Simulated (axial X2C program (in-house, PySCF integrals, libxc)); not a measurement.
## Bond lengths and stretching modes, held linear, of SnNC

Calculated with an in-house all-electron X2C program for linear molecules (integrals from PySCF): two-component X2C with atomic mean-field Coulomb and Gaunt terms, Gaussian nuclei, basis Sn dyall-v3z, N dyall-av3z, C dyall-v3z with contracted cores. Spin-free rows use the one-electron spin-free X2C Hamiltonian.

Masses Sn 119.902, N 14.003, C 12.000 u. States: 2c Ω = 1/2 (beyond evenly filled blocks: ω = 1/2); spin-free M_S = 1/2, Λ = 1 (beyond evenly filled blocks: π+α).

HF, 2c: energies above the lowest point

```
r(Sn–N) (Å)  r(N–C) (Å)  E (meV)
     2.0338      1.1476    22.95
     2.0338      1.1770    42.80
     2.0338      1.2064   155.16
     2.0860      1.1476     0.00
     2.0860      1.1770    22.04
     2.0860      1.2064   136.77
     2.0860      1.2359   328.45
     2.1381      1.1476    16.11
     2.1381      1.1770    40.00
     2.1381      1.2064   156.72
     2.1903      1.1770    88.18
     2.1903      1.2359   402.31
```

Problem. Fit a quadratic surface with cubic terms in each bond: where is the minimum, and what are the two stretching wavenumbers?

Solution. At HF, 2c: bonds 2.088 and 1.156 Å; harmonic stretches 420.1 and 2271.2 cm⁻¹; force constants 2.26, 19.3 and coupling 0.21 mdyn/Å.

The other levels and Hamiltonians give:

```tsv
Hamiltonian	level	r(Sn–N) (Å)	r(N–C) (Å)	lower stretch (cm⁻¹)	upper stretch (cm⁻¹)
2c	PBE0	2.085	1.176	411.1	2116.2
2c	BHandHLYP	2.085	1.163	415.4	2191.1
2c	MP2	2.085	1.189	413.6	2069.6
spin-free	PBE0	2.081	1.176	414.1	2113.3
spin-free	HF	2.085	1.156	423.2	2269.9
spin-free	BHandHLYP	2.081	1.164	418.5	2189.0
spin-free	MP2	2.081	1.189	416.1	2068.4
```

Each state is one determinant, the lowest of a limited PBE0 search; the stretches come from a fit to these few points and carry an uncertainty of a few per cent. Other orders of the atoms were not compared. MP2 freezes inner shells (threshold -2 hartree). The molecule was held linear; bending was not examined, so a bent shape may lie lower. Note: functional without a current term on a determinant with orbital currents, of the molecule or an atom.
